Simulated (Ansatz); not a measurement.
Ansatz results at the PBE0-D4/def2-TZVP geometry: size of the dipole moment (PBE/def2-TZVPP) 3.71 D; HOMO energy (PBE0/def2-TZVPP) -8.30 eV; LUMO energy (PBE0/def2-TZVPP) -2.16 eV.

(1) Which molecule gave them?
A. `[CH3][In]([SiH3])[Cl]`
B. `[SiH3][In]([Cl])[Cl]`
C. `C=[CH][In]([F])[Cl]`
D. `[OH][In]([SH])[Br]`

Results:

(1) B. The others give `[CH3][In]([SiH3])[Cl]`: 3.18, -7.42, -1.84; `[OH][In]([SH])[Br]`: 0.88, -8.03, -2.17; `C=[CH][In]([F])[Cl]`: 4.00, -8.72, -1.87.
